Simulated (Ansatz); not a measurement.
The cluster B₇N₇, relaxed as a singlet with RKS PBE-D4/def2-SVP in Ansatz, starting from the GFN1-xTB geometry. Force threshold 0.03 eV/Å.

The structure comes from a short search, and lower isomers may exist.

Start:

```xyz
14

B     0.093   -0.971   -2.604
B     0.024   -2.327    1.524
B    -0.074   -0.257    2.765
B     0.100   -2.647   -0.867
B     0.023    1.434   -2.381
B    -0.059    2.761   -0.365
B    -0.107    2.007    1.927
N     0.067    0.281   -3.019
N    -0.114    1.059    2.843
N    -0.031   -1.564    2.598
N     0.077   -3.014    0.400
N    -0.097    2.889    0.947
N     0.118   -2.190   -2.103
N    -0.020    2.540   -1.664
```

| step | energy (eV) | largest force component (eV/Å) | SCF passes |
| --- | --- | --- | --- |
| 1 | -15144.7463 | 0.519 | 19 |
| 2 | -15144.7832 | 0.197 | 20 |
| 3 | -15144.7915 | 0.008 | 19 |

Force components are those of the run's own axes.

End:

```xyz
14

B     0.098   -0.972   -2.612
B     0.021   -2.332    1.529
B    -0.069   -0.258    2.775
B     0.095   -2.650   -0.868
B     0.026    1.437   -2.389
B    -0.065    2.765   -0.367
B    -0.107    2.010    1.932
N     0.075    0.284   -3.046
N    -0.107    1.067    2.868
N    -0.029   -1.577    2.622
N     0.071   -3.036    0.403
N    -0.105    2.910    0.954
N     0.118   -2.207   -2.121
N    -0.023    2.560   -1.679
```

By distances, no bond broke or formed. The bond that changes most is B4–N13, from 1.32 to 1.33 Å (atoms count from 1).

No frequencies were taken in this run, so the end may be a saddle point.

Hardware: 4 threads of Intel Xeon Platinum 8488C on a shared host. Wall time 4.2 s.
